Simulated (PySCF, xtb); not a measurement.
C2H6ClFSi, SMILES C[Si](Cl)(C)F.

Harmonic wavenumbers (cm⁻¹) from GFN2-xTB run with xtb at its own minimum, in rising order: 80, 92, 142, 147, 190, 211, 230, 471, 691, 770, 776, 808, 841, 856, 870, 1379, 1381, 1469, 1470, 1473, 1474, 3034, 3037, 3045, 3048, 3051, 3053.

Problem. What does PBE0-D3(BJ)/def2-SVP in PySCF 2.14.0 give at its own minimum? (An estimate is asked for; the answer gives what the named calculation found.)

Solution. 142, 154, 176, 181, 227, 263, 280, 516, 681, 698, 746, 796, 821, 852, 931, 1272, 1274, 1417, 1418, 1426, 1430, 3063, 3064, 3169, 3170, 3178, 3178. Paired by order, the mean absolute difference is 57 cm⁻¹ and the zero-point energies are 48.7 and 49.4 kcal/mol.
